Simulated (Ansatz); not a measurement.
Coupled-cluster run, `[GaH2][B]1B[SiH2]1`.

```yaml
crystal:
  periodic: [false, false, false]
  atoms:
    - {symbol: Ga, position_ang: [-0.927651, 1.436865, -1.098378]}
    - {symbol: B, position_ang: [0.526039, 0.105204, -0.569843]}
    - {symbol: B, position_ang: [1.784708, -0.517544, -0.050736]}
    - {symbol: Si, position_ang: [-0.078196, -0.945381, 0.913836]}
    - {symbol: H, position_ang: [-1.110276, 1.834878, -2.607160]}
    - {symbol: H, position_ang: [-1.903057, 2.039520, -0.023582]}
    - {symbol: H, position_ang: [2.701574, -1.132205, 0.369373]}
    - {symbol: H, position_ang: [0.434318, -2.163838, 1.598249]}
    - {symbol: H, position_ang: [-1.427458, -0.657500, 1.468241]}
basis:
  gaussian: {orbitals: def2-TZVPP}
correlation: {method: ccsd_t}
output: {orbitals: {seedname: orbitals}}
```

```sh
$ ansatz run in.yaml --threads 2 --pin off --events-out ev --progress --plain --max-ram 4352MiB
```

Log, shortened:

```
Functional definition: HF
1321 factors; integrals over basis functions are off by at most 1.1e-3 eV
mean field evaluation 1: about -61613.4463 eV, gradient 2.6e1 eV
mean field evaluation 2: about -61613.6639 eV, gradient 2.6e1 eV
mean field evaluation 4: about -61616.3620 eV, gradient 3.9e0 eV
mean field evaluation 8: about -61616.4330 eV, gradient 3.6e-1 eV
mean field evaluation 16: about -61616.4349 eV, gradient 1.9e-6 eV
mean field -61616.43492645 eV, -2264.3622184273 hartree, gradient 1.9e-6 eV, S^2 0.000000; 0 other end points of the search recorded, 0 dependent functions left out
16 core orbitals not correlated: weight in the atoms' cores, before any rotation towards them, 1.000 or more for the frozen orbitals, at most 0.000 for the correlated occupied ones
reference -61616.43492645 eV, -2264.3622184273 hartree; 14, 14 occupied and 192, 192 virtual orbitals, 1321 factors
second order -15.29600108 eV of doubles, -0.00000000 eV of singles
cycle   1  -15.50808382 eV  change   -2.1e-1 eV  update   1.2e-1
cycle   2  -16.12726210 eV  change   -6.2e-1 eV  update   3.7e-2
cycle   3  -16.23030511 eV  change   -1.0e-1 eV  update   1.9e-2
cycle   4  -16.22333037 eV  change    7.0e-3 eV  update   5.1e-3
cycle   5  -16.22133568 eV  change    2.0e-3 eV  update   2.5e-3
cycle   6  -16.22107282 eV  change    2.6e-4 eV  update   9.5e-4
cycle   7  -16.22095775 eV  change    1.2e-4 eV  update   4.3e-4
cycle   8  -16.22102422 eV  change   -6.6e-5 eV  update   1.7e-4
cycle   9  -16.22107441 eV  change   -5.0e-5 eV  update   6.4e-5
cycle  10  -16.22103813 eV  change    3.6e-5 eV  update   2.7e-5
cycle  11  -16.22104047 eV  change   -2.3e-6 eV  update   1.3e-5
perturbative correction -0.83959598 eV, -0.0308545832 hartree
Total energy: -61633.49556290 eV, -2264.9891852528 hartree
```

Hardware: 2 threads of an Arm Neoverse V1 on a shared host. Wall time 2.6 min, peak host memory 3.2 GiB.

The correlation energy is -17.061 eV, 4.9 % of it from (T); the T1 diagnostic reads 0.0155.
